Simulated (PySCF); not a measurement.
SiClBr, SMILES Cl[Si]Br (connectivity only; charge and spin as stated), neutral, multiplicity 1.

The structure is a stationary point at PBE0-D3(BJ)/def2-TZVP.

Level of theory: M06-2X/def2-TZVPD in PySCF.

Symmetry labels are those of the subgroup Cs that the program uses (full group Cs).

Q: List the valence orbital energies around the gap with their symmetry. (The exact figures need the calculation; the answer reports its results.)

A: 
```csv
orbital,symmetry,energy (eV)
HOMO−7,A',-23.63
HOMO−6,A',-15.65
HOMO−5,A',-12.41
HOMO−4,A',-11.70
HOMO−3,A",-11.60
HOMO−2,A",-10.26
HOMO−1,A',-9.93
HOMO,A',-8.67
LUMO,A",-2.20
LUMO+1,A',0.10
LUMO+2,A',0.27
LUMO+3,A',0.48
```
